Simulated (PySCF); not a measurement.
## Calculated properties of `O[SiH2]O[SiH2]O[SiH3]`

Compound: H8O3Si3.
Geometry (GFN2-xTB, Å), atoms numbered from 1 in this order:
```xyz
14
H8O3Si3 angstrom
O     -3.3046    0.8514   -0.1456
Si    -1.7021    1.0369   -0.2846
O     -1.0184   -0.4375   -0.2864
Si     0.3196   -1.3285   -0.1420
O      1.6139   -0.3933    0.1078
Si     2.3170    1.0075    0.5135
H     -3.7697    0.1552   -0.6023
H     -1.3468    1.6599   -1.5578
H     -1.3428    1.7868    0.9068
H      0.5360   -1.9883   -1.4207
H      0.1413   -2.1688    1.0326
H      2.2828    1.1178    1.9718
H      3.6771    0.8651   -0.0008
H      1.5961    2.1153   -0.1143
```

Some functional groups and rings: Si–H bond and siloxane link.

From GFN2-xTB geometry:

```yaml
Point_group_of_the_GFN2-xTB_geometry: C1
Rotational_constants_A_B_C_of_the_GFN2-xTB_geometry: 3.324, 0.956, 0.767 GHz
```

From CAM-B3LYP/def2-SVPD ground state and vertical TDDFT (core frozen in the response) (PySCF):

```yaml
Dipole_moment: 0.75 D
HOMO_energy: -9.79 eV
LUMO_energy: 0.80 eV
HOMO–LUMO_gap: 10.59 eV
Lowest_singlet_excitation: 7.42 eV (167 nm, f = 0.017)
Strongest_line_among_the_8_lowest_singlet_transitions: S8 at 8.55 eV (145 nm, f = 0.046)
Lowest_triplet_excitation_Tamm–Dancoff: 7.09 eV
Static_isotropic_polarisability: 81.9 au
Electronic_spatial_extent_⟨r²⟩_about_the_centre_of_nuclear_charge: 1455 bohr²
```

From PBE0/pcSseg-1 ground state and GIAO shieldings, non-relativistic (PySCF):

```yaml
Lowest_Hirshfeld_atomic_charge: -0.31 e on O1/O3
Highest_Hirshfeld_atomic_charge: +0.46 e on Si4
1H_chemical_shifts_computed_TMS_as_zero_by_class: 5.15 (H12/H13/H14), 5.10 (H8/H9), 4.96 (H10/H11), 2.02 (H7) ppm
Isotropic_shieldings_of_nuclei_other_than_C_and_H_by_class: 243 (O3), 288 (O1), 293 (O5), 390 (Si2), 393 (Si6), 396 (Si4) ppm
Mayer_bond_orders_between_heavy_atoms: O1–Si2 1.07, Si2–O3 0.91, O3–Si4 0.95, Si4–O5 0.95, O5–Si6 0.92
```

Monoisotopic mass from the formula: 139.9781 u.

The rotational constants make it an asymmetric top with κ = (2B − A − C)/(A − C) = -0.85, nearer the prolate limit (−1). The principal polarisabilities are 75.4, 81.6 and 88.7 au; their mean is the isotropic value. No computed singlet falls in the visible range (750 to 380 nm, 1.65 to 3.26 eV); S1 lies 4.16 eV above its blue end. S1 lies 3.17 eV below the HOMO–LUMO gap; its leading configuration is HOMO→LUMO, weight 0.61.

Isolated species at its GFN2-xTB geometry (one conformer only). NMR classes are plain means over equivalent atoms (diastereotopic ones count apart unless rotation or inversion swaps them), as if these changed places fast; in this geometry the members of some classes differ.

For the NMR shielding job (PBE0/pcSseg-1), hardware: one thread, Arm Neoverse V2 (aarch64), shared host with 192 logical CPUs at a one-minute load of 166. Cost: 27 s wall (grids of density and orbitals included), 0.77 GiB resident at most.
